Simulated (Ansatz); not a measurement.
A geometry relaxed with r2SCAN-D4/def2-TZVP (Ansatz, a quantum-chemistry and plane-wave program), charge 0, multiplicity 1:

```xyz
9

H      1.9398    -0.9841     0.7247
H      0.6588     2.0899    -0.6744
H     -1.1486    -0.8265    -1.8039
O     -0.5091    -0.0801     1.6818
H     -1.4500    -0.2791     1.7539
O     -0.1379     1.5610    -0.7991
Ge     0.0001     0.0000     0.0000
O      1.7144    -0.3939    -0.0040
O     -1.0674    -1.0872    -0.8790
```

Task: Write the SMILES of this molecule.

Result: `[OH][Ge]([OH])([OH])[OH]`
